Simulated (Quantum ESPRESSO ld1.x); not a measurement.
The numbers below are computed, except where a source is named.
Task: Radial electron density D(r) = 4 pi r^2 rho(r) of an atom or ion with 10 electrons. Code: ld1.x of Quantum ESPRESSO 7.5. Model: Dirac Kohn-Sham, relativistic LDA (MacDonald-Vosko exchange, VWN5 correlation), spin-unpolarised, spherical densities, point nucleus.

| r (bohr) | D(r) (e/bohr) |
|---|---|
| 0.004353 | 0.3030 |
| 0.004908 | 0.3792 |
| 0.005533 | 0.4738 |
| 0.006239 | 0.5908 |
| 0.007034 | 0.7349 |
| 0.007931 | 0.9117 |
| 0.008942 | 1.128 |
| 0.01008 | 1.390 |
| 0.01137 | 1.708 |
| 0.01282 | 2.089 |
| 0.01457 | 2.575 |
| 0.01642 | 3.117 |
| 0.01852 | 3.749 |
| 0.02088 | 4.479 |
| 0.02354 | 5.310 |
| 0.02654 | 6.241 |
| 0.02993 | 7.264 |
| 0.03374 | 8.362 |
| 0.03805 | 9.509 |
| 0.0429 | 10.67 |
| 0.04837 | 11.78 |
| 0.05453 | 12.79 |
| 0.06149 | 13.63 |
| 0.06932 | 14.22 |
| 0.07816 | 14.49 |
| 0.08813 | 14.42 |
| 0.09937 | 13.97 |
| 0.112 | 13.20 |
| 0.1263 | 12.17 |
| 0.1424 | 11.03 |
| 0.1606 | 9.954 |
| 0.1825 | 9.064 |
| 0.2058 | 8.634 |
| 0.232 | 8.680 |
| 0.2616 | 9.190 |
| 0.2949 | 10.05 |
| 0.3326 | 11.05 |
| 0.375 | 11.94 |
| 0.4228 | 12.48 |
| 0.4767 | 12.46 |
| 0.5374 | 11.83 |
| 0.606 | 10.60 |
| 0.6832 | 8.939 |
| 0.7703 | 7.059 |
| 0.8685 | 5.192 |
| 0.9793 | 3.535 |
| 1.104 | 2.211 |
| 1.245 | 1.260 |
| 1.404 | 0.6473 |
| 1.583 | 0.2965 |
| 1.784 | 0.1195 |
| 2.012 | 0.04172 |
| 2.287 | 0.01139 |
| 2.578 | 0.002800 |
| 2.907 | 0.0005625 |

What is the nuclear charge?

Result: Z = 13. The innermost maximum, from 1s, lies near gamma/Z bohr with gamma = sqrt(1 - (Z/c)^2) = 0.995, here 0.0766 bohr (found: 0.0807), and its height grows with Z. The density is that of the aluminium ion Al3+ in [Ne]; the configuration itself is not fixed sharply by these data, and Z only to about a unit. D(r) has 2 maxima, at r = 0.0807, 0.447 bohr, and minima at 0.216 bohr, inside which lie 2.21 electrons.
